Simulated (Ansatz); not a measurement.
H2Mg (SMILES [MgH2]) moved off its minimum; all values from Ansatz (a first-principles code), cores frozen in correlated methods.
(charge 0, multiplicity 1)
```xyz
3

Mg    -0.0339    -0.0836     0.0493
H      0.0539    -0.1770    -1.7131
H     -0.0616    -0.2272     1.5665
```

```tsv
level	largest force (eV/Å)	on atom	rms difference from CCSD(T)/def2-TZVPPD (eV/Å)	dipole (D)
HF/def2-TZVPP	2.94	Mg1	0.035	0.85
PBE/def2-TZVPP	2.77	Mg1	0.039	0.73
r2SCAN/def2-TZVPP	2.82	Mg1	0.026	0.78
B3LYP/def2-TZVPP	2.78	Mg1	0.063	0.76
wB97M-V/def2-TZVPP	2.79	Mg1	0.079	0.80
MP2/def2-TZVPPD	2.90	Mg1	0.027	0.83
CCSD(T)/def2-TZVPPD	2.86	Mg1	0.000	0.80
```

The differences count from one level among others, with limits of its own. Forces at CCSD(T)/def2-TZVPPD (eV/Å):

```tsv
atom	Fx	Fy	Fz
Mg1	0.104	0.030	-2.857
H2	-0.039	0.104	0.436
H3	-0.064	-0.135	2.421
```
